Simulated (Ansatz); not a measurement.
Gas-phase electronic energies from Ansatz, PBE0-D4/def2-TZVP geometries. CCSD(T)/CBS adds triple-zeta CCSD(T) − MP2 to the extrapolated MP2 energy (def2 sets, frozen cores). This one scheme is used for every species. Triplets are unrestricted, without spin–orbit coupling. Each species was taken in one conformer, which may not be the lowest.

Reaction (formal loss of a carbene): `FCC([SiH3])Cl` → `FC([SiH3])Cl` + `[CH2]` (triplet)

```
          species  CCSD(T)/CBS(def2) energy (Eh)
  `FCC([SiH3])Cl`                     -928.34998
   `FC([SiH3])Cl`                     -889.08323
`[CH2]` (triplet)                      -39.09499
```

Q: Work out ΔE.

A: ΔE = (-889.08323) + (-39.09499) − (-928.34998) = 0.17176 Eh = +451.0 kJ/mol.

Largest T1 diagnostic among the species: 0.011.

The D4 term adds +12.8 kJ/mol with B3LYP and +6.9 kJ/mol with PBE0; it sums over pairs of atoms, weighted by their polarisabilities, and B3LYP, whose exchange is more repulsive, gets the larger term. In def2-TZVPP, CCSD(T) changes the Hartree–Fock value by +135.0 kJ/mol (the triples alone add +10.6 kJ/mol) and MP2 by +149.2 kJ/mol.

B3LYP here is the variant with VWN-RPA as its local correlation; programs differ in this.
